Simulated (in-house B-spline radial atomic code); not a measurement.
Configurations of neutral helium, with energies counted from 1s2. All numbers are computed (Dirac-Hartree-Fock, average of configuration; Gaussian nucleus of rms radius 1.6755 fm) with a radial B-spline atomic code at the basis-set limit, not measured. Energies include first-order Breit, QED and recoil terms.

```tsv
configuration	E - E(ref) (eV)	highest orbital	its <r> (bohr)
1s1 3d1	21.931	3d5/2	10.5
1s1 4p1	22.579	4p3/2	22.61
1s1 5p1	22.892	5p3/2	36.02
1s1 5g1	22.899	5g9/2	27.5
```
